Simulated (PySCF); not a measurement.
Cartesian coordinates (Å):
SMILES: [CH2]C#N
```xyz
5

C     -0.5668     0.0000     0.0034
C      0.8094     0.0002    -0.0050
N      1.9741     0.0000    -0.0119
H     -1.1085     0.9355     0.0214
H     -1.1082    -0.9357    -0.0079
```
Charge 0, spin multiplicity 2.

**Question.** What is the computed total energy, dipole moment and highest occupied spin orbital (PBE0-D4/def2-TZVP run with PySCF)?

**Answer.** 
The total energy comes out as -131.9846 Ha. The dipole moment comes out as 3.50 D and the highest occupied spin orbital comes out as -7.78 eV.
